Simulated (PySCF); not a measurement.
**From computed data to an observable: refractive index and permittivity of the vapour**

Ge(Br)(OH) (BrGeHO), SMILES [OH][Ge][Br] (connectivity only; charge and spin as stated), neutral, multiplicity 1.

Geometry optimised at B3LYP-D3(BJ)/def2-TZVP. Other conformers were not sampled.

M06-2X/def2-TZVPD (PySCF) gives a mean static polarisability of 60.7 bohr³ and a dipole moment of 3.34 D. Take an ideal gas at 298.15 K and 1 bar, whether or not the substance is that volatile.

Work out n − 1 in the optical limit and the static ε − 1.


Polarisability volume α' = 60.7 × 0.148185 = 8.99 Å³. Number density N = p/kT = 2.43e-5 Å⁻³.
Dilute limit of Lorentz–Lorenz: n − 1 = 2π N α' = 0.0014.
Orientation term of Debye: μ²/(3kT) = 8.098 Å³ × μ²(D²) = 90.34 Å³.
ε − 1 = 4π N (α' + μ²/3kT) = 0.030. Orientation of the dipole supplies 91 % of the static response; it can't follow optical fields. Vibrational polarisation and dispersion are left out.
